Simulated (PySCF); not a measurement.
## K: ionisation energy

K [Ar] 4s1 (2S) → K⁺ [Ar] (1S), as a difference of total energies. Computed with PySCF 2.14 in jorge-DZP-DKH (8s6p1d, 31 functions), with the spin-free X2C one-electron Hamiltonian (Gaussian nucleus). The calculations carry no spin-orbit coupling.

```
method  ionisation energy (eV)  error (eV)
   UHF                   3.992      -0.349
  TPSS                   4.255      -0.086
 B3LYP                   4.502      +0.161
```

Reference: 4.341 eV (measured; NIST Atomic Spectra Database, ionization energies).
